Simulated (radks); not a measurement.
Mg3+, 9 electrons, occupied as [He] 2s2 2p5.

Method: non-relativistic Kohn-Sham, RPBE, spin-unpolarised, spherical densities, point nucleus; computed with a radial shooting solver on a logarithmic mesh with Libxc functionals.

Energy parts (Ry):
part                      energy
total                 -392.48041
kinetic                391.89001
electron-nucleus      -907.56858
Hartree                153.36292
exchange-correlation   -30.16476

Orbitals (lengths in bohr, moments of r in powers of bohr; <r^-3> diverges for s and p1/2):
[
 {"orbital": "1s", "occ.": "2", "eigenvalue (Ry)": "-96.66645", "<1/r>": "11.60", "<r^-3>": "-", "<r>": "0.1308"},
 {"orbital": "2s", "occ.": "2", "eigenvalue (Ry)": "-9.46660", "<1/r>": "2.170", "<r^-3>": "-", "<r>": "0.6724"},
 {"orbital": "2p", "occ.": "5", "eigenvalue (Ry)": "-7.06719", "<1/r>": "2.057", "<r^-3>": "28.21", "<r>": "0.6422"}
]

The highest occupied level is 2p at -96.154 eV. The electron density at the nucleus is 1100 e/bohr^3.

Run on one thread of a shared host, so times are rough (Arm Neoverse V2): 0.04 s of CPU time, 0.04 s wall, 14 iterations on 2476 mesh points.
